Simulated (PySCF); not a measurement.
## Relaxation of singlet GaSI

Level of theory: PBE0/[Ga def2-TZVP, S def2-TZVP, I def2-TZVP with ECP28], scalar-relativistic core potentials, density fitting, no spin–orbit coupling, PySCF. A (50,194) grid was used.

A hand-made linear start, of C∞v symmetry, held to at least that symmetry:

```xyz
3
charge 0 multiplicity 1, angstrom
Ga    0.0000    0.0000   -1.1356
S     0.0000    0.0000   -3.2456
I     0.0000    0.0000    1.4344
```

Optimiser trace:
```csv
step,E − E(last) (kJ/mol),largest gradient (Eh/bohr)
0,19.86,0.03721
1,2.38,0.01355
2,0.12,0.00444
3,0.00,0.00022
4,0.00,0.00003
```

It ends at C∞v with Ga–I 2.426 Å, Ga–S 2.013 Å; I–Ga–S 180.0° (after a last refinement on a finer grid). A frequency run shows a minimum.

Final geometry:
Z-matrix (Å, degrees; charge 0 multiplicity 1):
```
Ga
S  1 2.0132
I  1 2.4260 2 180.00
```

The relaxation took about 80 core-seconds on a shared host.
